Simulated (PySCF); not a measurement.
C4H5ClSi. Atoms are numbered in the order given.

```xyz
11

Cl     0.1193    -2.3493     0.0000
C      0.0597    -0.6045     0.0000
C      1.1454     0.1959     0.0000
Si     0.4874     1.9538     0.0000
C     -1.3053     1.3765     0.0000
C     -1.2883     0.0275     0.0000
H      2.1626    -0.1952     0.0000
H      0.8641     2.7389    -1.2110
H      0.8641     2.7389     1.2110
H     -2.2368     1.9458     0.0000
H     -2.1734    -0.6154     0.0000
```

Coordinates come from a B3LYP-D3(BJ)/def2-SVP optimisation.

All values below come from PBE/def2-TZVP (PySCF).

Estimate the frontier levels, gap, dipole moment and polarisability. (The exact figures need the calculation; the answer reports its results.)


The highest occupied level is -5.96 eV and the lowest empty level is -2.72 eV. The orbital gap is 3.24 eV. The dipole moment is 1.12 D and the quadrupole, principal values (traceless, Buckingham form, about the centre of nuclear charge) is -4.20, -1.16, 5.36 D·Å. The mean static polarisability is 84.8 bohr³ (12.57 Å³). The polarisability, principal values is 55.4, 80.9, 118.1 bohr³.
